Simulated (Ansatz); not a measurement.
Conformers of `O[Si](O)(Cl)C[SiH2]Cl`, each relaxed with PBE0-D4/def2-TZVP in Ansatz. CBS adds the triple-zeta coupled-cluster correction to the MP2 limit.

Not all of them had a frequency check.

Conformer A:

Z-matrix (Å, degrees):
```
Si
O 1 1.633
Cl 1 2.060 2 108.1
O 1 1.626 2 107.9 3 -119.8
C 1 1.853 2 114.0 3 121.1
H 2 0.960 1 117.1 3 -45.7
H 4 0.959 1 117.8 2 53.6
Si 5 1.859 1 115.2 2 -23.9
H 5 1.093 1 109.3 2 -147.9
H 5 1.097 1 107.6 2 95.7
Cl 8 2.070 5 109.9 1 -45.4
H 8 1.482 5 111.9 1 -163.6
H 8 1.481 5 111.1 1 72.7
```

Conformer B:

Z-matrix (Å, degrees):
```
Si
O 1 1.628
Cl 1 2.064 2 108.8
O 1 1.624 2 108.2 3 -119.7
C 1 1.849 2 113.5 3 120.3
H 2 0.961 1 116.8 3 -59.8
H 4 0.959 1 118.1 2 51.8
Si 5 1.859 1 116.4 2 -70.2
H 5 1.095 1 107.7 2 52.9
H 5 1.097 1 108.4 2 168.9
Cl 8 2.074 5 109.7 1 46.1
H 8 1.479 5 111.8 1 -72.6
H 8 1.482 5 111.5 1 163.4
```

Q: Which is lowest in electronic energy at CCSD(T)/CBS (frozen core, def2 sets), and by how much? (Estimate.)

A: The calculation gave: B; A lies 4.2 kJ/mol higher.

Q: Give the energies relative to B (kJ/mol) with r2SCAN-D4/def2-TZVPP, PBE0-D4/def2-TZVPP, HF/def2-TZVPP, MP2/def2-TZVPP, HF/def2-QZVPP, MP2/def2-QZVPP, MP2/CBS(def2). (Estimate.)

A: Computed: 
| level | A |
| --- | --- |
| r2SCAN-D4/def2-TZVPP | 3.7 |
| PBE0-D4/def2-TZVPP | 3.8 |
| HF/def2-TZVPP | 3.5 |
| MP2/def2-TZVPP | 4.2 |
| HF/def2-QZVPP | 3.7 |
| MP2/def2-QZVPP | 4.4 |
| MP2/CBS(def2) | 4.4 |
